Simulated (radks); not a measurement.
Numerical settings for neutral titanium, [Ar] 3d2 4s2. All-electron calculation, Dirac Kohn-Sham, LDA (Slater exchange, Perdew-Wang correlation), spin-unpolarised, spherical densities, point nucleus; open shells fill j = l - 1/2 first. Program: a radial shooting solver on a logarithmic mesh with Libxc functionals. The defaults (mesh step 0.008 in ln r, mesh end at 40 bohr or more with all orbitals vanishing there, Anderson mixing 0.5 over 9 steps, residual threshold near 1e-9 with the energy settled to 1e-9 hartree or 1e-11 of itself, here a cap of 100 iterations) give E = -851.7352 hartree and 3d3/2 at -4.479 eV in 13 iterations. Run on one thread of a shared host, so times are rough (Intel(R) Xeon(R) 6975P-C): 0.07 s of CPU time, 0.07 s wall, 13 iterations on 2669 mesh points. Changes against that run (0 stands for a change within the tolerance of the run):

| setting | iterations | converged | E (mhartree) | e(3d3/2) (meV) | CPU (s) |
|---|---|---|---|---|---|
| mesh step in ln r 0.005 | 13 | yes | 0 | 0 | 0.1 |
| mesh step in ln r 0.05 | 13 | yes | +0.000958 | 0 | 0.02 |
| mesh step in ln r 0.03 | 13 | yes | 0 | 0 | 0.02 |
| mesh end (bohr) 20 | 13 | yes | 0 | 0 | 0.07 |
| mesh end (bohr) 3 | 13 | level above zero | +2.03e+03 | +1.62e+04 | 0.05 |
| residual threshold 1e-13 | 19 | yes | 0 | 0 | 0.08 |
| residual threshold 0.001 | 7 | yes | 0 | +4.63 | 0.05 |
| mixing 2.5 | 18 | yes | 0 | 0 | 0.1 |
| linear mixing, mixing 0.2 | 87 | yes | 0 | 0 | 0.29 |
| linear mixing, mixing 0.8 | 100 | no | 0 | -0.0132 | 0.4 |
| mixing history 2 | 17 | yes | 0 | 0 | 0.08 |
| iteration cap 3 | 3 | no | +0.798 | -244 | 0.03 |

Settled on a wrong energy, with an occupied level pushed above zero by the early mesh end: mesh end (bohr) 3 (+2.03 hartree). Apart from these: no run marked as converged misses the energy by more than 1 mhartree. A mesh that ends early acts as a hard wall.
